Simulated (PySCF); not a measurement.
SMILES CCC[SiH2][SiH3] (C3H12Si2) (GFN2-xTB optimised geometry):

```
17

C      1.528    -0.326     2.423
C      1.863    -0.017     0.970
C      1.229    -1.010     0.000
Si    -0.681    -1.010     0.000
Si    -1.517     1.143     0.000
H      0.459    -0.226     2.601
H      1.823    -1.343     2.672
H      2.051     0.357     3.090
H      2.950    -0.034     0.847
H      1.524     0.995     0.729
H      1.599    -2.012     0.227
H      1.577    -0.778    -1.009
H     -1.087    -1.782    -1.186
H     -1.153    -1.807     1.144
H     -1.361     1.820     1.293
H     -2.950     1.176    -0.304
H     -0.866     2.012    -0.988
```

Calculation: PBE/def2-SVP in PySCF.

What are the frontier orbital energies and the dipole moment?

HOMO-2 -7.75 eV, HOMO-1 -7.33 eV, HOMO -6.96 eV, LUMO -0.51 eV, LUMO+1 -0.35 eV; dipole moment 0.94 D.

Meta-Löwdin charges at PBE/def2-SVP: C1 -0.30, C2 -0.16, C3 -0.38, Si4 0.33, Si5 0.17, H6 0.10, H7 0.10, H8 0.10, H9 0.09, H10 0.09, H11 0.11, H12 0.11, H13 -0.07, H14 -0.08, H15 -0.06, H16 -0.06, H17 -0.06.
